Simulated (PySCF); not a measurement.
These 2 structures share the formula CH11GeNSi2. Theory: PBE0-D3(BJ)/def2-SVP geometry optimisation, gas phase in PySCF 2.14.0. Energies are electronic, without zero-point or thermal terms, for one conformer each. No frequencies were run at this level. Point groups hold within 0.08 Å.

Question: Order them by energy at this level, lowest first, and give relative energies in kcal/mol.
A. `[SiH3:1][CH2:2][GeH2:3][NH:4][SiH3:5]` with Si1–C2–Ge3–N4 -34°, C2–Ge3–N4–Si5 -66°
B. `[CH3:1][NH:2][GeH2:3][SiH2:4][SiH3:5]` with C1–N2–Ge3–Si4 67°, N2–Ge3–Si4–Si5 34°

Answer: A (0.0), B (17.1).

As drawn, the lower has an Si–C bond, which the higher lacks; the higher has an Si–Si bond, which the lower lacks.

```
                     SMILES       E (Eh)  E rel (kcal/mol)  dipole (D)  point group      A, B, C (MHz)
[SiH3][CH2][GeH2][NH][SiH3]  -2754.35635               0.0        1.09           C1  1977, 1444, 928.6
    C[NH][GeH2][SiH2][SiH3]  -2754.32911              17.1        1.22           C1  2342, 1220, 932.8
```

Q: How do the relative energies change in single points at B3LYP/pcSseg-1 (no added dispersion term) on the same geometries?

A: 
```
                     SMILES  PBE0-D3(BJ)/def2-SVP (kcal/mol)  B3LYP/pcSseg-1 (kcal/mol)  shift
[SiH3][CH2][GeH2][NH][SiH3]                              0.0                        0.0    0.0
    C[NH][GeH2][SiH2][SiH3]                             17.1                       20.1   +3.0
```

Each column counts from its own lowest isomer. The order is unchanged; the largest shift is 3.0 kcal/mol.
